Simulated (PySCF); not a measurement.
## What an electron can do to AsO

PBE in PySCF with def2-TZVPPD on every atom, for the lowest determinant that a PBE0 search found; no spin–orbit coupling.

| species | state (unpaired electrons) | Re (Å) | ωe (cm⁻¹) | energy of the minimum from the neutral (eV) | De (eV) | dissociates to |
| --- | --- | --- | --- | --- | --- | --- |
| AsO | doublet (π ↑) | 1.643 | 955 | 0.00 | 5.55 | As + O |
| AsO⁺ | singlet (closed shell) | 1.584 | 1094 | 8.30 | 7.15 | As⁺ + O |
| AsO⁻ | triplet (π ↑↑) | 1.717 | 790 | -1.28 | 5.06 | As + O⁻ |

Question: Work out the lowest energy to break AsO into atoms, from its vibrational ground state.

Answer: D0 = De − ωe/2 = 5.55 − 0.06 = 5.49 eV (PBE/def2-TZVPPD).

Question: Work out the ionisation energy of the As atom at this level and the threshold of dissociative ionisation.

Answer: IE(As) = 8.30 + 7.15 − 5.55 = 9.90 eV, so As⁺ + O + e⁻ appears at D0 + IE(As) = 15.39 eV (PBE/def2-TZVPPD). The measured IE(As) is 9.789 eV (NIST ASD).

Question: Work out the electron affinity of the O atom and the threshold of dissociative attachment.

Answer: EA(O) = 5.55 − 5.06 − (-1.28) = 1.77 eV, so As + O⁻ needs D0 − EA(O) = 3.72 eV (PBE/def2-TZVPPD). The measured EA(O) is 1.461 eV.

Question: At which energy does ion-pair formation open?

Answer: As⁺ + O⁻ lies at D0 + IE(As) − EA(O) = 13.62 eV (PBE/def2-TZVPPD).

These are thermodynamic thresholds; the onsets seen under electron impact lie higher where the geometry changes, and cross-sections peak well above them.

Spin–orbit coupling is left out. For an ion De counts to the pair picked by the measured ionisation energies or electron affinities, which need not be the lowest pair at this level. The highest Kohn–Sham level is positive in this anion. Much of that is self-interaction error, but it also means that the finite basis helps to hold the extra electron. States were picked by a PBE0 search and need not be the measured ground states.
